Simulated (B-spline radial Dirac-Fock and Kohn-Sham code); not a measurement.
What relativity does to the binding energies of Ho⁴⁺

System: holmium as Ho⁴⁺, [Xe] 4f9.

Both columns are ΔSCF binding energies of the configuration average from a radial atomic solver: non-relativistic Hartree-Fock with a point nucleus, and Dirac-Fock with a finite nucleus and the Coulomb interaction alone, averaged over the two j levels with weights 2j+1.

```tsv
shell	Hartree-Fock (eV)	Dirac-Fock (eV)	shift (eV)	shift (%)
1s	52276.0	55926.7	+3650.68	+6.98
2s	8543.9	9492.5	+948.60	+11.10
2p	8131.6	8437.9	+306.30	+3.77
3s	1978.4	2205.1	+226.70	+11.46
3p	1792.1	1873.7	+81.65	+4.56
3d	1448.4	1433.2	-15.18	-1.05
4s	448.8	502.6	+53.85	+12.00
4p	372.8	390.6	+17.81	+4.78
4d	235.8	231.8	-4.07	-1.73
4f	69.36	63.10	-6.27	-9.03
5s	99.64	108.3	+8.68	+8.71
5p	74.95	76.88	+1.93	+2.57
```

Relativity binds 1s, 2s, 2p, 3s, 3p, 4s, 4p, 5s, 5p more strongly, among those listed most of all 4s in relative terms, and 3d, 4d, 4f more weakly, because the contracted s and p shells screen the nucleus better.

Values without a named source are computed, but for edge energies of neutral atoms, which are taken from tables.
